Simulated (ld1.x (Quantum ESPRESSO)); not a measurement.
**In (Z = 49): TM semilocal pseudisation with LDA (PZ), scalar-relativistic reference atom.**

The input file (ld1.x (Quantum ESPRESSO) 7.5):

```
&input
   title='In', zed=49., rel=1, dft='PZ', iswitch=3,
   config='[Kr] 4d10 5s2 5p1',
   nld=3, rlderiv=3.50, eminld=-3.0, emaxld=5.0, deld=0.02
 /
 &inputp
   pseudotype=1, tm=.true., lloc=0,
   nlcc=.true., rcore=0.80,
   file_pseudopw='In.pp', file_wfcaegen='ae.wfc', file_wfcncgen='nc.wfc'
 /
3
5P  2  1   1.00   0.00  3.20  3.20  0.0
4D  3  2  10.00   0.00  1.75  1.75  0.0
5S  1  0   2.00   0.00  2.35  2.35  0.0
 &test
   configts(1)='4d10 5s2 5p1'
 /
```

Command:

```bash
ld1.x < In.in > In.out
```

Output (shortened: banner, matrices, multipoles, cross overlaps and the repeated all-electron block are left out):

```
Program LD1 v.7.5
     --------------------------- All-electron run ----------------------------

     In
     scalar relativistic calculation

     atomic number is 49.00
     dft =PZ   lsd =0 sic =0 latt =0  beta=0.20 tr2=1.0E-14
     Exchange-correlation= PZ
                           (   1   1   0   0   0   0   0)
     mesh =1241 r(mesh) = 100.30140 a.u. xmin = -7.00 dx = 0.01250
     1 Ry =  13.60569312 eV, c = 137.03599908

     n l     nl                  e(Ry)          e(Ha)          e(eV)
     1 0     1S 1( 2.00)     -2037.4678     -1018.7339    -27721.1612
     2 0     2S 1( 2.00)      -305.1353      -152.5677     -4151.5773
     2 1     2P 1( 6.00)      -274.0468      -137.0234     -3728.5960
     3 0     3S 1( 2.00)       -57.8629       -28.9315      -787.2649
     3 1     3P 1( 6.00)       -47.6815       -23.8408      -648.7399
     4 0     4S 1( 2.00)        -8.7803        -4.3901      -119.4616
     4 1     4P 1( 6.00)        -5.7363        -2.8681       -78.0457
     3 2     3D 1(10.00)       -31.8259       -15.9129      -433.0132
     4 2     4D 1(10.00)        -1.3752        -0.6876       -18.7112
     5 0     5S 1( 2.00)        -0.6237        -0.3119        -8.4865
     5 1     5P 1( 1.00)        -0.1987        -0.0993        -2.7030

     final scf error:  8.7E-15 reached in  28 iterations

     Etot =  -11752.891210 Ry,   -5876.445605 Ha, -159906.231117 eV

     Ekin =   12247.031021 Ry,    6123.515510 Ha,  166629.345737 eV
     Encl =  -28428.170890 Ry,  -14214.085445 Ha, -386784.969176 eV
     Eh   =    4736.760509 Ry,    2368.380254 Ha,   64446.909877 eV
     Exc  =    -308.511850 Ry,    -154.255925 Ha,   -4197.517556 eV

     normalization and overlap integrals

     s(1S/1S) =  1.000000  <r> =   0.0297  <r2> =    0.0012  r(max) =   0.0192
     s(2S/2S) =  1.000000  <r> =   0.1286  <r2> =    0.0195  r(max) =   0.1090
     s(2P/2P) =  1.000000  <r> =   0.1122  <r2> =    0.0154  r(max) =   0.0870
     s(3S/3S) =  1.000000  <r> =   0.3492  <r2> =    0.1395  r(max) =   0.3153
     s(3P/3P) =  1.000000  <r> =   0.3476  <r2> =    0.1402  r(max) =   0.3075
     s(4S/4S) =  1.000000  <r> =   0.8476  <r2> =    0.8141  r(max) =   0.7658
     s(4P/4P) =  1.000000  <r> =   0.9216  <r2> =    0.9730  r(max) =   0.8152
     s(3D/3D) =  1.000000  <r> =   0.3246  <r2> =    0.1252  r(max) =   0.2581
     s(4D/4D) =  1.000000  <r> =   1.1852  <r2> =    1.6914  r(max) =   0.9354
     s(5S/5S) =  1.000000  <r> =   2.5937  <r2> =    7.7325  r(max) =   2.1344
     s(5P/5P) =  1.000000  <r> =   3.6744  <r2> =   15.9731  r(max) =   2.8453

     ------------------------ End of All-electron run ------------------------

     --------------------- Generating NC pseudopotential ---------------------

      Generating local pot.: lloc=0, matching radius rcloc =   2.3500

      Computing core charge for nlcc:

       r > 0.81 : true rho core
       r < 0.81 : rho core = a sin(br)/r    a=  19.89  b=   2.76

      Integrated core pseudo-charge :  10.51

      Wfc   5P  rcut= 3.184  Using Troullier-Martins method

      Wfc   4D  rcut= 1.747  Using Troullier-Martins method

     ------------------- End of pseudopotential generation -------------------

     Computing logarithmic derivative in   3.49715
     Computing logarithmic derivative in   3.49715
     Computing the partial wave expansion
       no projector for channel:   0
     R is outside the sphere for l=    1 j= 0.00
     R is outside the sphere for l=    2 j= 0.00

     ---------------------- Testing the pseudopotential ----------------------

     In
     scalar relativistic calculation

     atomic number is 49.00   valence charge is 13.00
     dft =PZ   lsd =0 sic =0 latt =0  beta=0.20 tr2=1.0E-14
     mesh =1241 r(mesh) = 100.30140 xmin = -7.00 dx = 0.01250

     n l     nl             e AE (Ry)        e PS (Ry)    De AE-PS (Ry)
     3 2     4D   1(10.00)       -1.37525       -1.37525        0.00000
     1 0     5S   1( 2.00)       -0.62375       -0.62375        0.00000
     2 1     5P   1( 1.00)       -0.19867       -0.19867        0.00000

     eps = 6.1E-15  iter = 13

     Etot =  -11752.891210 Ry,   -5876.445605 Ha, -159906.231117 eV
     Etotps =  -133.357707 Ry,     -66.678854 Ha,   -1814.424041 eV

     Ekin =      87.020847 Ry,      43.510423 Ha,    1183.978939 eV
     Encl =    -176.550723 Ry,     -88.275362 Ha,   -2402.094959 eV
     Ehrt =     101.747720 Ry,      50.873860 Ha,    1384.348252 eV
     Ecxc =     -39.506140 Ry,     -19.753070 Ha,    -537.508413 eV
     (Ecc =     -18.880560 Ry,      -9.440280 Ha,    -256.883106 eV)
     Epseu=    -106.069411 Ry,     -53.034706 Ha,   -1443.147861 eV

     ---------------------- End of pseudopotential test ----------------------
```

Generation and configuration tests took about 3.3 s on one core of a shared server CPU.
